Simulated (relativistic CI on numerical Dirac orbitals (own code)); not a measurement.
# Ta2+: 4f photoemission

Computed with this model: Dirac-Coulomb-Breit CI, orbitals from a KLI potential per configuration, QED by a radiative potential, multiplet model of photoemission in the sudden approximation, unscaled Slater integrals; configurations [Xe] 4f14 5d3 → [Xe] 4f13 5d3; 80 K; Lorentzian 0.25 eV and Gaussian 0.5 eV FWHM. Energies are those of the free ion, without screening or charge transfer. The energies are binding energies and can lie tens of eV above those of solids. S is read from ⟨S²⟩ = S(S + 1).

Field parameters in Wybourne normalisation: Oh B⁴₀ = 21Dq, B⁴₄ = √(5/14) B⁴₀. The field is a parameter set, without covalency.

free ion: ground-state S = 1.47, centroid 46.58 eV. Peaks (eV, height): 45.3 (100), 47.5 (71).

Oh, 10Dq = 24600 cm⁻¹: ground-state S = 1.49, centroid 46.77 eV. Peaks (eV, height): 45.7 (100), 47.7 (60).

Strongest unbroadened transitions for free ion:

| Energy (eV) | Relative strength |
| --- | --- |
| 45.11 | 85.8 |
| 45.25 | 79.3 |
| 45.26 | 27.6 |
| 45.55 | 58.4 |
| 45.80 | 15.1 |
| 45.81 | 8.6 |
| 45.83 | 100.0 |
| 46.16 | 25.2 |
| 46.82 | 15.5 |
| 47.10 | 13.7 |
| 47.44 | 14.6 |
| 47.54 | 78.9 |
| 47.58 | 10.8 |
| 47.67 | 30.9 |
| 48.30 | 7.8 |
| 48.37 | 13.6 |
| 48.79 | 13.5 |
| 49.22 | 9.8 |
